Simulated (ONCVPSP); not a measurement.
## Mn (Z = 25) ONCV: all-electron and pseudo phase curves

| Item | Value |
| --- | --- |
| Element | Mn (Z = 25) |
| Generator | ONCVPSP 4.0.1 |
| Type | optimised norm-conserving Vanderbilt (ONCV) |
| Functional | PBE |
| Relativity | fully relativistic |
| Frozen core | [Ar] |
| Valence charge | 7 |
| Reference configuration | 3d5 4s2 |
| Partial waves | 4s: rc 2.60 bohr, ncon 3, nbas 8, qcut 2.7 1/bohr, 2 projectors, debl 1.1 Ha; p scattering state at 0.19 Ha: rc 2.50 bohr, ncon 4, nbas 7, qcut 2.7 1/bohr, 2 projectors, debl 3.8 Ha; 3d: rc 1.45 bohr, ncon 3, nbas 7, qcut 10.5 1/bohr, 2 projectors, debl 2.2 Ha; f scattering state at 0.43 Ha: rc 2.35 bohr, ncon 4, nbas 7, qcut 5.5 1/bohr, 1 projector |
| Local potential | polynomial inside 1.30 bohr (lpopt 5, dvloc0 6 Ha) |
| Core correction | none |

Open shells are filled in proportion to 2j + 1.

In the p channel the program set the typed energies aside and used 0.050, 3.850 Ha (j = l + 1/2; the other j can differ).

The phase is arctan(r·R′/R) of the radial function R(r), unwrapped; energies in Ha, scanned from -2 to 5 Ha. A pole is an energy at which the radial function vanishes at the test radius. The pseudo phase is shifted by a multiple of π to meet the all-electron one at the reference energy, and phase errors are pseudo minus all-electron; the curves can meet again beyond the range given. Levels narrower than the energy grid can be missing from the lists of poles.

```json
{"channel": "s", "radius (bohr)": "2.64", "reference energy (Ha)": "-0.19", "poles, all-electron": "0.77, 4.79", "poles, pseudo": "0.77, 2.55", "unbroken range about the reference energy with phases within 0.05 rad": "below 1.9", "phase error 1 Ha above the reference energy (rad)": "-0.000"}
{"channel": "p3/2", "radius (bohr)": "2.53", "reference energy (Ha)": "0.05", "poles, all-electron": "-1.98, 1.45", "poles, pseudo": "1.40", "unbroken range about the reference energy with phases within 0.05 rad": "-1.8 to 2.8", "phase error 1 Ha above the reference energy (rad)": "-0.008"}
{"channel": "p1/2", "radius (bohr)": "2.53", "reference energy (Ha)": "0.05", "poles, all-electron": "1.42", "poles, pseudo": "1.38", "unbroken range about the reference energy with phases within 0.05 rad": "-1.9 to 2.7", "phase error 1 Ha above the reference energy (rad)": "-0.007"}
{"channel": "d5/2", "radius (bohr)": "1.47", "reference energy (Ha)": "-0.25", "poles, all-electron": "0.55", "poles, pseudo": "0.55", "unbroken range about the reference energy with phases within 0.05 rad": "the whole range", "phase error 1 Ha above the reference energy (rad)": "+0.000"}
{"channel": "d3/2", "radius (bohr)": "1.47", "reference energy (Ha)": "-0.25", "poles, all-electron": "0.54", "poles, pseudo": "0.54", "unbroken range about the reference energy with phases within 0.05 rad": "the whole range", "phase error 1 Ha above the reference energy (rad)": "+0.000"}
{"channel": "f7/2", "radius (bohr)": "2.38", "reference energy (Ha)": "0.43", "poles, all-electron": "2.70", "poles, pseudo": "2.77", "unbroken range about the reference energy with phases within 0.05 rad": "below 3.4", "phase error 1 Ha above the reference energy (rad)": "+0.004"}
{"channel": "f5/2", "radius (bohr)": "2.38", "reference energy (Ha)": "0.43", "poles, all-electron": "2.70", "poles, pseudo": "2.77", "unbroken range about the reference energy with phases within 0.05 rad": "below 3.4", "phase error 1 Ha above the reference energy (rad)": "+0.004"}
```

Note: no bound ghost flagged; GHOST(+) flagged for s at 71.1 eV.

Phases in the p3/2 channel:

| E (Ha) | all-electron | pseudo |
| --- | --- | --- |
| -1.98 | -1.560 | -1.836 |
| -1.80 | -1.815 | -1.854 |
| -1.62 | -1.853 | -1.875 |
| -1.44 | -1.885 | -1.902 |
| -1.26 | -1.922 | -1.936 |
| -1.08 | -1.968 | -1.980 |
| -0.90 | -2.029 | -2.040 |
| -0.72 | -2.118 | -2.128 |
| -0.54 | -2.256 | -2.265 |
| -0.36 | -2.491 | -2.499 |
| -0.18 | -2.907 | -2.911 |
| 0.00 | -3.492 | -3.492 |
| 0.18 | -3.967 | -3.968 |
| 0.36 | -4.243 | -4.247 |
| 0.54 | -4.403 | -4.408 |
| 0.72 | -4.505 | -4.511 |
| 0.90 | -4.576 | -4.583 |
| 1.08 | -4.630 | -4.638 |
| 1.26 | -4.673 | -4.682 |
| 1.44 | -4.711 | -4.721 |
| 1.62 | -4.746 | -4.758 |
| 1.80 | -4.780 | -4.794 |
| 1.98 | -4.817 | -4.833 |
| 2.16 | -4.858 | -4.877 |
| 2.34 | -4.910 | -4.933 |
| 2.52 | -4.979 | -5.010 |
| 2.70 | -5.085 | -5.129 |
| 2.88 | -5.275 | -5.343 |
| 3.06 | -5.681 | -5.793 |
| 3.24 | -6.462 | -6.558 |
| 3.42 | -7.093 | -7.120 |
| 3.60 | -7.380 | -7.385 |
| 3.78 | -7.522 | -7.523 |
| 3.96 | -7.606 | -7.606 |
| 4.14 | -7.661 | -7.663 |
| 4.32 | -7.701 | -7.705 |
| 4.50 | -7.731 | -7.739 |
| 4.68 | -7.755 | -7.768 |
| 4.86 | -7.775 | -7.794 |
